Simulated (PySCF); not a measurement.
Electron correlation in Ga²⁺ (gallium, charge +2)

[Ar] 3d9 4s1 4p1, one real determinant (an excited configuration). All numbers are calculated (PySCF 2.14, the non-relativistic Hamiltonian (point nucleus), in def2-QZVPPD). Frozen: [Ne]; 19 electrons correlated.

MP2 pair energies summed by pair of shells (mhartree):

```tsv
pair	energy	share (%)
3d-3d	-240.91	46.2
3p-3d	-136.24	26.1
3p-3p	-45.47	8.7
3s-3d	-31.82	6.1
3d-4s	-20.22	3.9
3s-3p	-18.73	3.6
3d-4p	-13.39	2.6
3p-4s	-4.39	0.8
3s-3s	-3.55	0.7
3p-4p	-3.12	0.6
4s-4p	-2.43	0.5
3s-4s	-0.63	0.1
3s-4p	-0.43	0.1
```

Total MP2 correlation energy: -521.33 mhartree.

Same-spin part -179.27 and opposite-spin part -342.06 mhartree; SCS-MP2 scales them by 1/3 and 6/5 to -470.23 mhartree.

The reference is one real determinant that mixes LS terms of this configuration.

This basis was not built for core-valence correlation, so the inner-shell part is incomplete.
